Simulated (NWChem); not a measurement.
Basis-set dependence for BF (+1)

```
B
F 1 1.2147
```
Charge +1, spin multiplicity 2.

Everything below was run with NWChem. Structure: optimised with UPBE0/def2-SVP, a minimum by its harmonic frequencies.

Hartree-Fock energies in Ha, correlation energies in mHa.

The correlated methods keep 2 core orbitals frozen. This spin state was chosen for the runs; another may lie lower. The structure started from a generated list of species. The unpaired electrons of the parent sit in orbitals of symmetry a1 (C2v labels of the run); other states weren't searched. No SCF solution was tested for a lower state. Open-shell Hartree-Fock references start from PBE0 orbitals. No row is a measurement; the coupled-cluster row has its own basis-set and correlation limits.

```csv
basis,functions,UHF,UMP2,SCS-UMP2,CCSD on ROHF,CCSD[T] on ROHF,CCSD(T) on ROHF,CCSD on UHF,CCSD[T] on UHF,CCSD(T) on UHF,CCSDT on ROHF,URI-MP2
STO-3G,10,-122.09657,-63.9,-61.4,-72.5,-85.0,-81.5,-70.5,-82.3,-79.1,-82.0,not run
cc-pVDZ,28,-123.74394,-225.8,-216.2,-229.7,-237.0,-235.5,-228.9,-236.1,-234.6,-235.9,-225.8
cc-pVTZ,60,-123.79529,-290.3,-281.1,-292.1,-303.5,-302.2,-291.3,-302.6,-301.4,not run,-290.3
cc-pVQZ,110,-123.80599,-315.6,-308.4,-315.7,-328.2,-327.0,not run,not run,not run,not run,-315.6
```

From cc-pVTZ to cc-pVQZ the Hartree-Fock energy moves by -10.7 mHa and the UMP2 correlation energy by -25.3 mHa, which is 8 % of its value in the larger set.
